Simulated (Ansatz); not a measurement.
The cluster ZnTe₂⁻ (the lowest doublet isomer of a short search). The state is a doublet with charge -1. Geometry r2SCAN-D4/def2-TZVPD, basis def2-TZVPD, Ansatz.

```xyz
3

Zn   -0.0015    0.0007   -0.0035
Te   -1.9558   -1.3227    0.5935
Te    1.9573    1.3220   -0.5900
```

| run | HOMO (eV) | LUMO (eV) |
| --- | --- | --- |
| A | -3.38 | 1.45 |
| B | -1.04 | -0.78 |
| C | -3.05 | 1.05 |
| D | -1.33 | -0.67 |
| E | -1.65 | -0.35 |

In the def2 sets Te takes a core potential; there is no spin–orbit coupling. LC-ωPBE has ω = 0.4 bohr⁻¹. HSE06 is defined as in plane-wave codes, on full-range PBE exchange. The structure comes from a short search, and lower isomers may exist.

HOMO and LUMO are taken over both spins.

Task: The runs used HSE06, LC-ωPBE, PBE0, r2SCAN, ωB97M-V. Estimate which is which.

Result: A LC-ωPBE (range-separated); B r2SCAN (0 % exact exchange); C ωB97M-V (range-separated); D HSE06 (range-separated); E PBE0 (25 % exact exchange). Exact exchange lowers occupied and raises empty levels; among semilocal functionals meta-GGAs tend to open the gap a little, and such runs are hard to tell apart. The gap grows from 0.26 eV (r2SCAN) to 4.83 eV (LC-ωPBE).
